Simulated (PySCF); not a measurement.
Compound: C9H14F2.
Numbering: `[F:1][C@@H:2]1[C@@H:3]2[CH2:4][CH2:5][CH2:6][C@H:7]1[C@@H:8]([F:9])[CH2:10][CH2:11]2` (hydrogens: H12 on C2; H13 on C3; H14, H15 on C4; H16, H17 on C5; H18, H19 on C6; H20 on C7; H21 on C8; H22, H23 on C10; H24, H25 on C11)

The closed-shell ground state was solved at several levels (PySCF, density fitting, gas phase, non-relativistic). Geometry: PBE0-D3(BJ)/def2-SVP; no solvent, vibrations or thermal averaging.

```tsv
level	basis functions	HOMO (eV)	LUMO (eV)	gap (eV)	dipole (D)
B3LYP/pcJ-1	437	-8.17	0.69	8.86	1.87
B97-2/pcSseg-1	257	-8.13	0.99	9.12	1.88
wB97X-D/def2-SVPD	338	-10.26	2.12	12.38	1.97
```

Question: What might PBE0/pcSseg-1 (257 basis functions) give for the same quantities?

Answer: HOMO -8.36 eV, LUMO 0.96 eV, gap 9.32 eV, dipole 1.88 D.

Question: Over all these levels, which gives the widest orbital gap and which the narrowest?

Answer: wB97X-D/def2-SVPD (range-separated hybrid) has the widest, 12.38 eV, and B3LYP/pcJ-1 (global hybrid, 20 % exact exchange) the narrowest, 8.86 eV. Functional and basis both differ between the two, so the spread mixes both effects.

Question: How far do the dipole and the HOMO energy spread over the levels?

Answer: The dipole runs from 1.87 to 1.97 D (mean 1.90 D) and the HOMO from -10.26 to -8.13 eV.
